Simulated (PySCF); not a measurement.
Ge(H)3(OH) (GeH4O), SMILES [OH][GeH3]. Geometry: PBE0-D3(BJ)/def2-TZVP.

These are PySCF with PBE0-D3(BJ)/def2-TZVP values and carry that method's errors.

Harmonic wavenumbers (cm⁻¹): 173, 614, 631, 706, 868, 871, 888, 946, 2140, 2143, 2195, 3903. Rotational constants (GHz): 70.37, 10.06, 9.904; symmetry number 1.

### Question
Work out the zero-point energy and the ideal-gas rigid-rotor harmonic-oscillator thermochemistry at 298.15 K and 1 atm.

### Answer
ZPE = ½ Σ hcν = ½ × 16077 cm⁻¹ = 22.98 kcal/mol. H − E(el) = 26.13 kcal/mol. Entropy in cal/(mol K): translation 39.49, rotation 21.36, vibration 4.11, total 64.95. G − E(el) = 6.76 kcal/mol. Cp = 14.68 cal/(mol K).
